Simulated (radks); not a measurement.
Isoelectronic series with 6 electrons, each ion in its NIST ground configuration. Method: Dirac Kohn-Sham, PBE, spin-unpolarised, spherical densities, finite nucleus; open shells are shared between the two j in proportion to 2j + 1; Fermi nuclear charge, rms radius of each element as measured or else 0.836 A^(1/3) + 0.57 fm; computed with a radial shooting solver on a logarithmic mesh with Libxc functionals. Total energies (hartree) and orbital eigenvalues (eV) (* marks an orbital that is empty in some or all of the ions):

ion    configuration  E (hartree)     3s1/2*      2p3/2      2p1/2      2s1/2      1s1/2
P9+     [He] 2s2 2p2   -292.31697  -163.0103  -393.7362  -395.0164  -433.2785  -2420.412
S10+    [He] 2s2 2p2   -335.77438  -196.5098  -471.1417  -472.8704  -514.4641  -2796.771
Cl11+   [He] 2s2 2p2   -382.28751  -233.0813  -555.3706  -557.6566  -602.5906  -3200.841
K13+    [He] 2s2 2p2   -484.51161  -315.4625  -744.3031  -748.0963  -799.7428  -4092.383
Ca14+   [He] 2s2 2p2   -540.23919  -361.2857  -849.0106  -853.7901  -908.8109  -4580.001
Sc15+   [He] 2s2 2p2   -599.05575  -410.2073  -960.5490  -966.4965  -1024.905  -5095.624
Ti16+   [He] 2s2 2p2   -660.97101  -462.2357  -1078.921  -1086.240  -1148.051  -5639.341
V17+    [He] 2s2 2p2   -725.99524  -517.3801  -1204.132  -1213.047  -1278.276  -6211.242
Cr18+   [He] 2s2 2p2   -794.13912  -575.6501  -1336.184  -1346.945  -1415.608  -6811.425
Mn19+   [He] 2s2 2p2   -865.41405  -637.0561  -1475.082  -1487.964  -1560.080  -7439.994

Estimate the row of Ar12+ ([He] 2s2 2p2).

Answer. E (hartree) -431.86390; 3s1/2* -272.7301; 2p3/2 -646.4238; 2p1/2 -649.3921; 2s1/2 -697.6767; 1s1/2 -3632.688.
